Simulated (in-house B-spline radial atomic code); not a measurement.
Values are calculated unless marked as measured or tabulated.
# Ca in an electron gas of r_s = 2.07: phase shifts, screening, friction and resistivity

A nucleus sits in a uniform electron gas with a rigid positive background. The Kohn-Sham equations are solved self-consistently in the spin-unpolarised LDA (PW92), non-relativistic, on B-splines with outgoing waves at the boundary and partial waves to l = 8. The model has no lattice, no bands and no magnetic solution. Atomic units; δ_l are the phase shifts at the Fermi level, counted so that each bound state adds π, and good to about 0.0005.

The density parameter is r_s = 2.07 bohr, near that of the valence electrons of Al (3 per atom, density 2.7 g/cm³, mass 26.98 u, which gives r_s = 2.07).

```tsv
l	δ_l (rad)
0	8.3975
1	5.8781
2	1.0240
3	0.0296
4	0.0046
5	0.0009
6	0.0000
7	-0.0001
8	-0.0002
```

Bound levels below the band bottom (hartree): s -143.2, s -14.34, p -11.57, s -1.077, p -0.4246.

Q: Check the Friedel sum rule, and say where the screening charge sits.

A: k_F = (9π/4)^(1/3)/r_s = 0.92713. The rule is Z = (2/π) Σ (2l + 1) δ_l. The terms are s 5.346, p 11.226, d 3.259, f 0.132 and 0.030 beyond, in all 19.993 against Z = 20. Bound states hold 6 s, 12 p, 0 d electrons, so the scattering states carry 1.99 in all; where a term is smaller than its bound count, the bound level has drawn weight out of the band.

Q: Find the transport cross section and the electronic stopping of a 10 keV Ca ion (mass 40.08 u).

A: σ_tr = (4π/k_F²) Σ (l + 1) sin²(δ_l − δ_(l+1)). The terms for l = 0 to 3 are 0.3397, 1.9601, 2.1089, 0.0025, all together 4.4113, so σ_tr = 14.619 × 4.4113 = 64.490 bohr². With n = 3/(4π r_s³) = 0.02692, the friction coefficient is Q = n k_F σ_tr = 1.6093. For v well below v_F = 0.927, dE/dx = Q v; with 24801 eV per u at v = 1, v = √(10000/(24801 × 40.08)) = 0.1003, so dE/dx = 0.16141 hartree/bohr = 83 eV/nm. The largest term couples the d and f waves.

Q: What residual resistivity would 1 atomic per cent of such centres give in Al?

A: Δρ = k_F n_i σ_tr/n in atomic units of 21.74 μΩ·cm. With one host atom per 3 electrons, n_i/n = 0.01/3, so Δρ = 0.9271 × 0.00333 × 64.490 × 21.74 = 4.33 μΩ·cm. This is an atom added to the gas, as on an interstitial site.

Q: On a substitutional site the background of one host ion, a sphere holding 3 charges, is taken out. The phase shifts for l = 0 to 4 become 8.1254, 5.6817, 0.3462, -0.0170, -0.0064. What follows?

A: The Friedel sum is now 17.00, for Z − 3 = 17. The sum in σ_tr is 2.1111, so σ_tr = 30.86 bohr² and Δρ = 2.07 μΩ·cm per atomic per cent, 0.48 times the value above. A real host ion scatters too, so this model doesn't give zero even for the host's own atom.
